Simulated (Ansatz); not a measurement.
Input file for Ansatz (a program for electronic structure): R-CCSD(T)/cc-pVQZ on BrGeHO (SMILES [OH][Ge][Br]), a point of a torsion scan. The run froze 29 orbitals, filled d shells among them.

Ansatz 0.2 input:
```yaml
crystal:
  periodic: [false, false, false]
  atoms:
    - {symbol: O, position_ang: [-1.00558491, 0.22438959, 0.26393220]}
    - {symbol: Ge, position_ang: [0.50881205, 0.91944310, -0.33305385]}
    - {symbol: Br, position_ang: [0.55429620, 2.71166977, 1.19219708]}
    - {symbol: H, position_ang: [-1.47712783, -0.54713439, -0.03378151]}
basis:
  gaussian:
    orbitals: cc-pVQZ
magnetization: {spin_polarized: false}
correlation: {method: ccsd_t, electrons: outside_noble_gas}
scf: {lower_state_search: off}
```

The log:

```
WARN ansatz: RAYON_NUM_THREADS=1 ignored (pool sized by the plan → 1); use --threads N
Functional definition: HF
these checks for a lower state are left out or cut short: stability, starts, cluster_reference, orbital_swaps, neighbouring_geometries, increment
integrals: 1.10 GiB planned
1406 factors; integrals over basis functions are off by at most 7.3e-4 eV
mean field: 0.89 GiB planned
mean field evaluation 1: about -128527.9198 eV, gradient 4.0e1 eV
mean field evaluation 2: about -128527.9757 eV, gradient 4.0e1 eV
mean field evaluation 4: about -128531.0193 eV, gradient 2.5e0 eV
mean field evaluation 8: about -128531.0594 eV, gradient 3.7e-1 eV
mean field evaluation 16: about -128531.0604 eV, gradient 1.4e-6 eV
mean field -128531.06044205 eV, -4723.4293497635 hartree, gradient 1.4e-6 eV, S^2 0.000000; 0 other end points of the search recorded, 0 dependent functions left out
29 core orbitals not correlated
reference -128531.06044205 eV, -4723.4293497635 hartree; 9, 9 occupied and 183, 183 virtual orbitals, 1406 factors
second order -14.69317615 eV of doubles, -0.00000000 eV of singles
coupled cluster: 1.88 GiB planned
cycle   1  -14.73690482 eV  change   -4.4e-2 eV  update   9.5e-2
cycle   2  -15.07642756 eV  change   -3.4e-1 eV  update   3.2e-2
cycle   3  -15.17681218 eV  change   -1.0e-1 eV  update   1.9e-2
cycle   4  -15.16313820 eV  change    1.4e-2 eV  update   5.1e-3
cycle   5  -15.15916465 eV  change    4.0e-3 eV  update   2.4e-3
cycle   6  -15.16016955 eV  change   -1.0e-3 eV  update   8.4e-4
cycle   7  -15.15979792 eV  change    3.7e-4 eV  update   3.3e-4
cycle   8  -15.15977537 eV  change    2.3e-5 eV  update   9.1e-5
cycle   9  -15.15981281 eV  change   -3.7e-5 eV  update   3.3e-5
cycle  10  -15.15980268 eV  change    1.0e-5 eV  update   1.1e-5
perturbative correction -0.68054472 eV, -0.0250095572 hartree
Total energy: -128546.90078945 eV, -4724.0114717935 hartree
Checks for a lower state left out: stability, starts, cluster_reference, orbital_swaps, neighbouring_geometries, increment
```

The calculation finished and met its thresholds.

Cost: about 27 core-seconds (a rough figure).
